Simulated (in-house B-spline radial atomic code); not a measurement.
# RPBE excitations of neutral beryllium

Method: RPBE. Computed with a B-spline radial code for spherical atoms: linear response of the closed shell [He] 2s2 with the functional's adiabatic kernel; non-relativistic, point nucleus, no spin-orbit coupling, no double excitations, S, P, D and F terms only.

Command:
```bash
python run_td.py task.json out
```
Settings (radii: box in bohr, nucleus in fm):
```
Z                        4
electrons                4
configuration            [He] 2s2
hamiltonian              nr
method                   rpbe,pbe
box_radius               75
intervals                51
```

Cost of the run: 0.1 s on 1 thread of Arm Neoverse N1 (shared host).

The lowest states, in the order of their Tamm-Dancoff energies; the method's threshold (minus the highest occupied level) is 5.628 eV. Labels give the largest channel, * marks a mixed state, and oscillator strengths are full-response dipole values. Measured ¹D terms are left out, since they can mix with doubly excited terms. Semilocal kernels can invert the small singlet-triplet splittings of Rydberg terms. Energies in eV:

| state | full response | Tamm-Dancoff | oscillator strength | measured (J-weighted term) |
| --- | --- | --- | --- | --- |
| 2s → 2p 3P | 1.894 | 2.351 | - | 2.725 |
| 2s → 2p 1P | ? | ? | ? | ? |
| 2s → 3s 3S | ? | ? | - | ? |

Where does 2s → 3s 3S lie?

At 5.390 eV in full response, 5.398 eV in Tamm-Dancoff; measured 6.457 eV.

Where does 2s → 2p 1P lie?

At 4.897 eV in full response, 5.138 eV in Tamm-Dancoff, oscillator strength 1.29; measured 5.277 eV.

How large is the singlet-triplet splitting of 2s → 2p (P terms) in Tamm-Dancoff?

2.79 eV, from the unrounded values.

What polarisabilities and dispersion coefficient does the method give?

Dipole 42.89 bohr³, quadrupole 365.9 bohr⁵, C6 257.5 hartree·bohr⁶ for two such species. Recommended dipole value: 37.74 ± 0.03 bohr³ (Schwerdtfeger and Nagle, table of static dipole polarizabilities (2023 update)), which includes relativity and correlation.
